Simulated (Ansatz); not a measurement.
A structure relaxed at PBE-D4/def2-SVP in Ansatz, charge 0, singlet:

```
atom   x (Å)   y (Å)   z (Å)
  C1  -1.570  -3.049   2.895
  O2  -1.567  -1.634   2.927
  C3  -1.279  -0.960   1.783
  C4  -0.974  -1.573   0.549
  C5  -0.693  -0.777  -0.570
  C6  -0.718   0.622  -0.480
  C7  -0.384   1.470  -1.679
  F8  -1.089   2.644  -1.656
  F9  -0.692   0.819  -2.843
 C10   1.121   1.863  -1.767
 F11   1.325   2.675  -2.850
 F12   1.440   2.624  -0.667
 O13   1.870   0.737  -1.833
 C14   3.286   0.934  -1.922
 C15  -1.017   1.231   0.755
 C16  -1.296   0.450   1.876
 H17  -0.573  -3.461   2.620
 H18  -2.328  -3.447   2.184
 H19  -1.827  -3.384   3.917
 H20  -0.955  -2.666   0.450
 H21  -0.456  -1.252  -1.533
 H22   3.551   1.496  -2.841
 H23   3.665   1.479  -1.033
 H24   3.735  -0.074  -1.959
 H25  -1.037   2.327   0.829
 H26  -1.538   0.905   2.847
```

(1) Give its formula, name or SMILES.

(2) Summarise the bond lengths by kind (pairs closer than 1.2 times the sum of covalent radii, bridged metal pairs left out).

Results:

(1) `COc1ccc(C(F)(F)C(F)(F)OC)cc1`.

(2) 8 × C–C 1.39 to 1.56 Å; 4 × C–O 1.35 to 1.43 Å; 4 × C–F 1.37 to 1.38 Å; 10 × C–H 1.10 to 1.11 Å.
